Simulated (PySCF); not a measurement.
# Computed vibrations of Tl(SiH3)3

Tl(SiH3)3 (singlet). PySCF 2.14.0, RKS PBE, Tl def2-SVP with ECP60, Si def2-SVP, H def2-SVP; non-relativistic Hamiltonian with scalar-relativistic core potentials where named; density fitting; no spin-orbit coupling. Central differences of gradients.

```xyz
13

Tl    0.0000    0.0000    0.0160
Si    2.6457    0.0000   -0.0315
H     3.2321   -1.2205    0.6310
H     3.0951    0.0000   -1.4730
H     3.2321    1.2204    0.6310
Si   -1.3228    2.2912   -0.0315
H    -0.5591    3.4094    0.6310
H    -1.5475    2.6804   -1.4730
H    -2.6730    2.1889    0.6310
Si   -1.3229   -2.2912   -0.0315
H    -2.6731   -2.1888    0.6310
H    -1.5476   -2.6804   -1.4730
H    -0.5591   -3.4093    0.6310
```

Run from Python with OMP_NUM_THREADS=2. Where DIIS fails, smearing, a level shift and second-order steps follow.
It took 7.3 min on 2 threads of Arm Neoverse V1, with other jobs on the host.

(1) What are the harmonic wavenumbers and infrared intensities?

(2) Is this a minimum?

Answers

(1) Negative numbers are unstable modes, those under 60 cm⁻¹ near the noise; a finer grid moves soft modes by up to 10 cm⁻¹.
| cm⁻¹ | km/mol | symmetry |
| --- | --- | --- |
| 25 | 0.7 |  |
| 27 | 0.5 |  |
| 55 | 2.4 |  |
| 67 | 2.6 |  |
| 72 | 0.5 |  |
| 74 | 1.7 |  |
| 224 | 0.0 |  |
| 256 | 12.0 |  |
| 256 | 12.3 |  |
| 361 | 1.7 |  |
| 365 | 1.9 |  |
| 400 | 0.0 |  |
| 426 | 17.5 |  |
| 457 | 8.1 |  |
| 457 | 8.6 |  |
| 786 | 605.7 |  |
| 787 | 610.7 |  |
| 834 | 2.9 |  |
| 895 | 6.6 |  |
| 898 | 40.4 |  |
| 901 | 39.8 |  |
| 908 | 11.8 |  |
| 909 | 9.0 |  |
| 912 | 82.9 |  |
| 2129 | 112.6 |  |
| 2129 | 114.1 |  |
| 2133 | 31.0 |  |
| 2150 | 14.3 |  |
| 2150 | 15.4 |  |
| 2151 | 209.0 |  |
| 2156 | 0.0 |  |
| 2158 | 124.3 |  |
| 2158 | 126.3 |  |

(2) Yes, within the noise of the softest modes. Ideal gas at 298.15 K and 1 bar: S = 469.5 J/(mol K), Cp = 162.1 J/(mol K), H − H(0 K) = 33.1 kJ/mol (rigid rotor, harmonic modes, spin degeneracy alone; the modes under 60 cm⁻¹ make these uncertain).
